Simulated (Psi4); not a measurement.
water (H$_{2}$O), singlet, geometry from GFN2-xTB; B3LYP/cc-pVTZ run with Psi4 1.11.

Psi4 was given this input:
```
memory 2 GB

molecule {
0 1
  O     0.00956971    0.00206403    0.11338892
  H    -0.05579359    0.76362201   -0.46612807
  H    -0.02076411   -0.78013425   -0.44098332
symmetry c1
}

set basis cc-pvtz

energy('b3lyp')
print_variables()
```

What does Psi4 print? Leave out banner, timings and long lists.


```
   => Loading Basis Set <=

    Name: CC-PVTZ
    Role: ORBITAL
    Keyword: BASIS

         ---------------------------------------------------------
                                   SCF
               by Justin Turney, Rob Parrish, Andy Simmonett
                          and Daniel G. A. Smith
                              RKS Reference
         ---------------------------------------------------------

  ==> Geometry <==

    Molecular point group: c1
    Full point group: Cs

    Geometry (in Angstrom), charge = 0, multiplicity = 1:

       Center              X                  Y                   Z               Mass
    ------------   -----------------  -----------------  -----------------  -----------------
         O           -0.063675101211     0.001155238628     0.000000000000    15.994914619570
         H            0.519292141749     0.762884884383    -0.000000000000     1.007825032230
         H            0.491277922193    -0.781219359738     0.000000000000     1.007825032230

  Running in c1 symmetry.

  Rotational constants: A =     29.08172  B =     14.02637  C =      9.46251 [cm^-1]
  Rotational constants: A = 871848.17886  B = 420499.89604  C = 283679.04568 [MHz]
  Nuclear repulsion =    9.169540395829205

  Charge       = 0
  Multiplicity = 1
  Electrons    = 10
  Nalpha       = 5
  Nbeta        = 5

  ==> Algorithm <==

  SCF Algorithm Type is DF.
  DIIS enabled.
  MOM disabled.
  Fractional occupation disabled.
  Guess Type is SAD.
  Energy threshold   = 1.00e-06
  Density threshold  = 1.00e-06
  Integral threshold = 1.00e-12

  ==> Primary Basis <==

  Basis Set: CC-PVTZ
    Blend: CC-PVTZ
    Number of shells: 22
    Number of basis functions: 58
    Number of Cartesian functions: 65
    Spherical Harmonics?: true
    Max angular momentum: 3

  ==> DFT Potential <==

   => LibXC <=

    Version 7.1.2
    S. Lehtola, C. Steigemann, M. J. T. Oliveira, and M. A. L. Marques,  SoftwareX 7, 1–5 (2018) (10.1016/j.softx.2017.11.002)

   => Composite Functional: B3LYP <=

    B3LYP Hyb-GGA Exchange-Correlation Functional

    P. J. Stephens, F. J. Devlin, C. F. Chabalowski, and M. J. Frisch,  J. Phys. Chem. 98, 11623 (1994) (10.1021/j100096a001)

    Deriv               =              1
    GGA                 =           TRUE
    Meta                =          FALSE

    Exchange Hybrid     =           TRUE
    MP2 Hybrid          =          FALSE

   => Exchange Functionals <=

    0.0800   Slater exchange
    0.7200         Becke 88

   => Exact (HF) Exchange <=

    0.2000               HF

   => Correlation Functionals <=

    0.1900   Vosko, Wilk & Nusair (VWN5_RPA)
    0.8100   Lee, Yang & Parr

   => LibXC Density Thresholds  <==

    XC_HYB_GGA_XC_B3LYP:  1.00E-15

   => Molecular Quadrature <=

    Radial Scheme          =       TREUTLER
    Pruning Scheme         =           NONE
    Nuclear Scheme         =       TREUTLER

    Blocking Scheme        =         OCTREE
    BS radius alpha        =              1
    Pruning alpha          =              1
    Radial Points          =             75
    Spherical Points       =            302
    Total Points           =          66363
    Total Blocks           =            551
    Max Points             =            256
    Max Functions          =             58
    Weights Tolerance      =       1.00E-15

   => Loading Basis Set <=

    Name: (CC-PVTZ AUX)
    Role: JKFIT
    Keyword: DF_BASIS_SCF

  ==> Integral Setup <==

  SCF_SUBTYPE=INCORE selected. In-core MEM_DF algorithm will be used.
  Using in-core AOs.

  ==> MemDFJK: Density-Fitted J/K Matrices <==

    J tasked:                   Yes
    K tasked:                   Yes
    wK tasked:                   No
    Algorithm:                 Core
    Schwarz Cutoff:           1E-12
    Mask sparsity (%):       0.0000
    Fitting Condition:        1E-10

   => Auxiliary Basis Set <=

  Basis Set: (CC-PVTZ AUX)
    Blend: CC-PVTZ-JKFIT
    Number of shells: 45
    Number of basis functions: 139
    Number of Cartesian functions: 166
    Spherical Harmonics?: true
    Max angular momentum: 4

  Minimum eigenvalue in the overlap matrix is 2.4850242404E-03.
  Reciprocal condition number of the overlap matrix is 4.8934440214E-04.
    Using symmetric orthogonalization.

  ==> Pre-Iterations <==

  SCF Guess: Superposition of Atomic Densities via on-the-fly atomic UHF (no occupation information).

   -------------------------
    Irrep   Nso     Nmo
   -------------------------
     A         58      58
   -------------------------
    Total      58      58
   -------------------------

  ==> Iterations <==

                           Total Energy        Delta E     RMS |[F,P]|

   @DF-RKS iter SAD:   -76.09919507403177   -7.60992e+01   0.00000e+00
   @DF-RKS iter   1:   -76.28564957032168   -1.86454e-01   1.24379e-02 ADIIS/DIIS
   @DF-RKS iter   2:   -76.03487783062216    2.50772e-01   1.87543e-02 ADIIS/DIIS
   @DF-RKS iter   3:   -76.45959027069929   -4.24712e-01   3.51203e-04 ADIIS/DIIS
   @DF-RKS iter   4:   -76.45966726921114   -7.69985e-05   9.70643e-05 DIIS
   @DF-RKS iter   5:   -76.45967800996969   -1.07408e-05   7.29957e-06 DIIS
   @DF-RKS iter   6:   -76.45967806772917   -5.77595e-08   1.19802e-06 DIIS
   @DF-RKS iter   7:   -76.45967806920173   -1.47256e-09   6.30611e-08 DIIS
  Energy and wave function converged.

  ==> Post-Iterations <==

   Electrons on quadrature grid:
      Ntotal   =    9.9999996170 ; deviation = -3.830e-07

    Orbital Energies [Eh]
    ---------------------

    Doubly Occupied:

[...]
    Virtual:

[...]
    Final Occupation by Irrep:
              A
    DOCC [     5 ]
    NA   [     5 ]
    NB   [     5 ]

  @DF-RKS Final Energy:   -76.45967806920173

   => Energetics <=

    Nuclear Repulsion Energy =              9.1695403958292054
    One-Electron Energy =                -123.1308078052595363
    Two-Electron Energy =                  45.0631527993771712
    DFT Exchange-Correlation Energy =      -7.5615634591485676
    Empirical Dispersion Energy =           0.0000000000000000
    VV10 Nonlocal Energy =                  0.0000000000000000
    Total Energy =                        -76.4596780692017433

Computation Completed

Properties will be evaluated at   0.000000,   0.000000,   0.000000 [a0]

Properties computed using the SCF density matrix

 Multipole Moments:

 ------------------------------------------------------------------------------------
     Multipole            Electronic (a.u.)      Nuclear  (a.u.)        Total (a.u.)
 ------------------------------------------------------------------------------------

 L = 1.  Multiply by 2.5417464519 to convert [e a0] to [Debye]
 Dipole X            :         -0.2080844            0.9470726            0.7389882
 Dipole Y            :          0.0037752           -0.0171825           -0.0134072
 Dipole Z            :          0.0000000           -0.0000000            0.0000000
 Magnitude           :                                                    0.7391098

 ------------------------------------------------------------------------------------

  Variable Map:
  ----------------------------------------------------------------------------
[...]
  Array Variable Map:
  ----------------------------------------------------------------------------
[...]
[...]
```
